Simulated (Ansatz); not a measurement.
```yaml
crystal:
  periodic: [false, false, false]
  atoms:
    - {symbol: P, position_ang: [-0.206992, -2.263467, -1.679609]}
    - {symbol: Au, position_ang: [-1.571555, -0.308131, -1.499436]}
    - {symbol: Au, position_ang: [2.584503, 0.289751, 1.484250]}
    - {symbol: Au, position_ang: [0.920872, -1.371221, -3.469440]}
    - {symbol: Au, position_ang: [2.762281, -4.017098, -0.569882]}
    - {symbol: Au, position_ang: [3.874287, -2.148205, 1.083348]}
    - {symbol: Au, position_ang: [0.623067, -4.448892, -2.185271]}
    - {symbol: Au, position_ang: [0.214285, 0.795310, 0.223677]}
    - {symbol: Au, position_ang: [1.540552, -1.571746, -0.241338]}
basis:
  gaussian: {orbitals: def2-TZVPD, initial_orbitals: start.molden}
total_charge: -1
hamiltonian: {xc: pbe0, dispersion: d4}
scf: {omitted_lower_state_checks: [starts]}
output: {orbitals: {seedname: orbitals}}
```

The file start.molden holds the orbitals of an earlier run on this structure, at another level or in another basis.

```sh
$ ansatz run in.yaml --threads 4 --pin off --events-out ev --progress --plain --max-ram 4787MiB
```

Q: Does this run fit into the memory that it is given?

A: No. It has 387 basis functions, and Ansatz plans for 4.84 GiB where 4.67 GiB are given.
